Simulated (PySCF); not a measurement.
# Tb⁶³⁺: ionisation energy

Tb⁶³⁺ 1s2 → Tb⁶⁴⁺ 1s1 [1s1/2^1, M_J = 1/2], as a difference of total energies. Calculation: PySCF 2.14, in an uncontracted even-tempered set (15 s from 190 bohr⁻², ratio 2.4; 11 p from 240 bohr⁻², ratio 2.4; 3 d from 750 bohr⁻², ratio 2.6; 3 f from 1100 bohr⁻², ratio 2.6); the two-component X2C-1e Hamiltonian. Correlated levels: nothing frozen; the 30 highest virtual spinors dropped. "Screened" scales the spin-orbit matrix elements by Boettger's factors to mimic the two-electron term; Breit and QED terms are absent.

```
                    method  ionisation energy (eV)
 GHF (screened spin-orbit)                 59869.7
GMP2 (screened spin-orbit)                 59871.4
     GHF (bare spin-orbit)                 59869.7
    GMP2 (bare spin-orbit)                 59871.4
```

For this ion Breit and QED terms and the two-electron picture change, all absent here, outweigh the correlation shift from GHF to GMP2.

For comparison: 59741.12 ± 0.09 eV (theoretical estimate listed by NIST; NIST Atomic Spectra Database, ionization energies).
